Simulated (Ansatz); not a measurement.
Species: CdS (charge 0, singlet). 
Geometry from a B3LYP-D3(BJ)/def2-TZVP (Ansatz, a quantum-chemistry and plane-wave program) optimisation:
```
Cd
S 1 2.2686
```

Basis-set convergence of Hartree-Fock and CCSD(T) correlation energies (hartree) with Ansatz. Cores are frozen in the correlated levels unless marked. Spin-orbit coupling is left out. The frozen core is the preceding noble-gas configuration, with the filled d and f shells of earlier blocks. Past Kr the def2 sets carry scalar-relativistic core potentials.

The Hartree-Fock reference is unstable (checked in the largest basis), which strains HF and MP2. 

```json
[
 {"basis": "def2-SVPD", "functions": "61", "E(HF)": "-564.19567", "E(corr, CCSD(T))": "-0.43974", "rough core time": "under 20 s"},
 {"basis": "def2-TZVPPD", "functions": "107", "E(HF)": "-564.36487", "E(corr, CCSD(T))": "-0.62630", "rough core time": "under 20 s"},
 {"basis": "def2-QZVPPD", "functions": "167", "E(HF)": "-564.37826", "E(corr, CCSD(T))": "-0.67727", "rough core time": "50 s"}
]
```

Extrapolating the two largest sets (X = 3 and 4) as X^-3: E(corr) = (64·(-0.67727) - 27·(-0.62630))/37 = -0.7145 Eh, an estimate of the basis-set limit. The largest set recovers 94.8 % of it, the smallest 61.5 %.
